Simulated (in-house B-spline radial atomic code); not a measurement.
N IV (N3+) is squeezed into an impenetrable sphere of radius R (the orbitals vanish at R). Caution: exact exchange at fractional occupations of open shells leaves self-interaction of up to several eV. All numbers are computed (non-relativistic PBE0, spin-polarised, spherical fractional occupations; point nucleus) with an all-electron radial atomic-structure program (B-spline basis), not measured.

Energies in eV above the free ion in [He] 2s2:

| R (bohr) | highest level (eV) | [He] 2s2 | [He] 2s1 2p1 | -dE/dV in [He] 2s2 (GPa) |
| --- | --- | --- | --- | --- |
| 8.38 | -70.1 | 0 | 9.223 | 1.78e-09 |
| 6.9 | -70.1 | 0 | 9.223 | 1.01e-06 |
| 5.39 | -70.1 | 6.142e-05 | 9.223 | 0.00072 |
| 3.91 | -70.1 | 0.01845 | 9.247 | 0.385 |
| 3.81 | -70.1 | 0.02669 | 9.257 | 0.582 |
| 3.04 | -69.7 | 0.4133 | 9.667 | 13.2 |
| 2.57 | -68.4 | 1.979 | 11.19 | 83.6 |
| 2.08 | -63.4 | 9.322 | 17.87 | 574 |
| 1.91 | -59.3 | 15.75 | 23.54 | 1140 |
| 1.38 | -21.4 | 81.68 | 78.94 | 11800 |

(1) Does [He] 2s1 2p1 fall below [He] 2s2 under compression?

## Answers

(1) Yes, between R = 1.91 and 1.38 bohr the order changes (near 1.52 bohr by linear interpolation).
